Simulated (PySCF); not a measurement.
**Vibration and rotation of NdP**

ROHF constants of NdP, quartet, about 3.1 electrons in the 4f shell (Mulliken), real f orbitals that mix terms (Nd x2c-SVPall, P x2c-SVPall; spin-free X2C with a Gaussian nucleus (PySCF 2.14); masses 141.9077 and 30.9738 u):

* ωe: 469.6 cm⁻¹
* ωexe: 0.701 cm⁻¹
* Be: 0.12072 cm⁻¹
* αe: 0.000267 cm⁻¹
* D (centrifugal): 3.19e-08 cm⁻¹

Task: Give the vibrational terms G(v) and spacings up to v = 6.

Result: G(v) = ωe(v+½) − ωexe(v+½)².

```
v  G(v) (cm⁻¹)  G(v) − G(v−1)  Bv (cm⁻¹)
0        234.6                    0.1206
1        702.8          468.2     0.1203
2       1169.6          466.8     0.1201
3       1635.0          465.4     0.1198
4       2099.0          464.0     0.1195
5       2561.6          462.6     0.1193
6       3022.8          461.2     0.1190
```

Spin–orbit coupling is left out, which matters for elements this heavy, above all for dissociation energies. Hartree–Fock leaves out correlation, which carries a large part of most bond energies and some tenths to 1 eV of ionisation energies. With d or f electrons several states lie close, and the lowest PBE0 determinant need not be the measured ground state.
